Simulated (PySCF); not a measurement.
## SeS: from constants to spectrum

PBE0 constants of SeS, ³Σ⁻ (triplet), unpaired electrons π ↑↑ (PySCF, scalar-relativistic core potentials, basis sets Se cc-pVTZ-PP with ECP10, S cc-pV(T+d)Z; masses 79.9165 and 31.9721 u):

| Quantity | Value |
| --- | --- |
| ωe | 577.6 cm⁻¹ |
| ωexe | 1.56 cm⁻¹ |
| Be | 0.17961 cm⁻¹ |
| αe | 0.000700 cm⁻¹ |
| De to Se + S | 4.09 eV |

Q: What force constant and bond length do these constants imply?

A: Reduced mass μred = 22.836 u; k = 5.8918×10⁻⁷·μred·ωe² (u, cm⁻¹, mdyn/Å) = 4.49 mdyn/Å; Re = √(16.8576/(μred·Be)) (u, cm⁻¹, Å) = 2.027 Å.

Q: Estimate the centrifugal constant D from the Kratzer relation and find the Dunham coefficient a1.

A: D = 4Be³/ωe² = 6.95e-08 cm⁻¹; a1 = −1 − αeωe/(6Be²) = -3.09.

Spin–orbit coupling is left out. The state is the lowest determinant that a PBE0 search found; another state may lie lower at other levels.
